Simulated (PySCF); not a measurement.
**Dipole moment and polarisability of `O=S1(=O)C=CCCC1`**

C5H8O2S.
Cartesian coordinates in Å at the GFN2-xTB level; atoms count from 1:
```xyz
16
C5H8O2S angstrom
O      0.8157   -2.3443    1.4402
S      0.7138   -1.4835    0.2930
O      1.2578   -1.9623   -0.9497
C      1.4878    0.0789    0.6999
C      0.9068    1.2387    0.4628
C     -0.4223    1.4321   -0.1929
C     -0.9499    0.1916   -0.9095
C     -1.0154   -0.9987    0.0235
H      2.4463   -0.0255    1.1765
H      1.4035    2.1554    0.7622
H     -1.1376    1.7506    0.5739
H     -0.3380    2.2560   -0.9061
H     -1.9344    0.4071   -1.3319
H     -0.2758   -0.0707   -1.7282
H     -1.5244   -1.8500   -0.4198
H     -1.4417   -0.7663    0.9948
```

Level: CAM-B3LYP/def2-SVPD (PySCF), static field, nuclei fixed, core orbitals frozen in the response. The polarisability tensor in these axes (au):

```
x   78.13 -5.81  5.86
y   -5.81 92.97 -2.76
z    5.86 -2.76 70.18
```

Q: Give the principal values, the mean and the anisotropy Δα = √{½[(α1 − α2)² + (α2 − α3)² + (α1 − α3)²]}.

A: Principal values 67.07, 78.41 and 95.81 au; mean 80.43 au = 11.92 Å³ = 13.26 × 10⁻⁴⁰ C²·m²/J; Δα = 25.07 au (31 % of the mean).

Q: What is the dipole moment, and where does it point?

A: (-2.75, 5.29, -0.22) D, 5.96 D in size, pointing from the negative to the positive side. Measured along this direction, the outermost atoms are O1 at the negative end and H12 at the positive end.

Q: Find the Langevin capture rate constant for H3+ (3.023 u) meeting this molecule (132.025 u), k = 2.342 × 10⁻⁹ cm³/s × √(α in Å³ / reduced mass in u).

A: The reduced mass is 2.96 u, so k = 4.70 × 10⁻⁹ cm³/s. The formula leaves out the permanent dipole, which adds to the capture rate.

Q: Orientational against electronic polarisability at 273 K (dilute gas, rigid molecules)?

A: In Gaussian units μ²/3kT = 314.63 Å³ against 11.92 Å³, a ratio of 26.40; the Debye molar polarisation (4π/3)N_A(α + μ²/3kT) is 823.7 cm³/mol, leaving out the vibrational part.

Q: Refractivity n − 1 of an ideal gas of it at 350 K and 1 atm, from the electronic α?

A: N = p/kT = 2.0968 × 10¹⁹ cm⁻³, so n − 1 = 2π × N × 11.92 × 10⁻²⁴ cm³ = 1570 × 10⁻⁶ at long wavelengths, for an ideal gas.

One conformer (not necessarily the lowest) at the GFN2-xTB geometry, without solvent, vibrations or thermal averaging.

These values come from a run that also computed excited states. On x86-64 server, one thread (shared host), this took 79 s wall.
